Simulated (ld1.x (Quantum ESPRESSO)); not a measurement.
Results of a calculation; reference values are marked as such.
Potentials for nitrogen compared

Generated with ld1.x 7.5 (TM, RRKJ, ultrasoft, PAW), atompaw 4.2 or ONCVPSP 4.0.1. The cutoff is in Ry: for ld1.x and atompaw files where the sum of valence levels is converged to 10 mRy in a Bessel basis, for ONCV files where the hardest occupied wave has 1 mHa per electron of residual kinetic energy. The error is the largest all-electron minus pseudo excitation energy over each file’s own four to seven test configurations (ionisations up to +4, promotions, holes and added fractions of an electron), all of which were solved. The labels leave out finer settings (local radius, basis sizes, second energies), which also bear on the numbers. Spin-polarised tests are not counted. The rows are a selection from randomly drawn settings: files with unsolved tests, undetermined cutoffs or missed reference levels are left out.

```tsv
potential	cutoff (Ry)	largest error (meV)	bound ghosts
ultrasoft, BLYP, scalar-relativistic, rc 0.92/1.85/2.00 (spd), local smoothed, core correction yes, reference 2s1.5 2p3.5	30	-431	none
ultrasoft, revPBE, scalar-relativistic, rc 0.85/1.85/1.75 (spd), local d, core correction no, reference 2s2 2p3	45	+910	none
RRKJ, PBEsol, scalar-relativistic, rc 0.80/1.65/1.80 (spd), local d, core correction yes, reference 2s2 2p2.5	110	+1523	none
TM semilocal, LDA (PZ), scalar-relativistic, rc 0.90/1.95/1.90 (spd), local d, core correction no, reference 2s2 2p3	55	+1610	none
PAW, LDA (PZ), non-relativistic, rc 1.15/2.45/2.35 (spd), local smoothed, core correction yes, reference 2s2 2p3	12	-69	none
```

Problem. Fill in the row for N: RRKJ, LDA (PZ), scalar-relativistic, rc 0.85/1.60 (sp), local s, core correction yes, reference 2s2 2p3.

Solution. cutoff 55 Ry, largest error +1554 meV, bound ghosts: none.

Problem. Fill in the row for N: TM, PBE, non-relativistic, rc 0.70/1.35/1.45 (spd), local p, core correction yes, reference 2s2 2p3.

Solution. cutoff 140 Ry, largest error +805 meV, bound ghosts: none.

Problem. Fill in the row for N: TM, PBE, non-relativistic, rc 0.70/1.75/1.55 (spd), local smoothed, core correction yes, reference 2s2 2p2.

Solution. cutoff 140 Ry, largest error +1371 meV, bound ghosts: none.
